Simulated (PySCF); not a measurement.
SMILES C[CH]OC(C)=O, doublet (B3LYP/def2-SVP optimised geometry):

```
13

C     -0.627     2.089     0.000
C      0.234     0.884     0.000
O     -0.368    -0.271    -0.430
C      0.395    -1.383    -0.657
C     -0.474    -2.551    -1.043
O      1.592    -1.394    -0.534
H     -0.126     2.916     0.523
H     -0.867     2.440    -1.026
H     -1.592     1.893     0.500
H      1.325     0.884     0.000
H     -1.229    -2.249    -1.783
H     -1.012    -2.916    -0.154
H      0.154    -3.358    -1.439
```

Computed with unrestricted B3LYP/def2-TZVP (PySCF 2.14.0).

Problem. What are the frontier orbital energies (α orbitals alone; a β orbital can be the lowest empty one) and the dipole moment?

Solution. HOMO-2 -9.60 eV, HOMO-1 -7.90 eV, HOMO -5.16 eV, LUMO -0.10 eV, LUMO+1 0.94 eV; dipole moment 2.16 D.

On the same geometry unrestricted PBE/def2-TZVP run with PySCF 2.14.0 gives HOMO-2 -8.32 eV, HOMO-1 -6.44 eV, HOMO -4.13 eV, LUMO -0.88 eV, LUMO+1 0.52 eV; dipole moment 2.16 D.

Meta-Löwdin charges at B3LYP/def2-TZVP: C1 -0.33, C2 0.03, O3 -0.31, C4 0.52, C5 -0.37, O6 -0.45, H7 0.13, H8 0.11, H9 0.12, H10 0.13, H11 0.14, H12 0.14, H13 0.14.
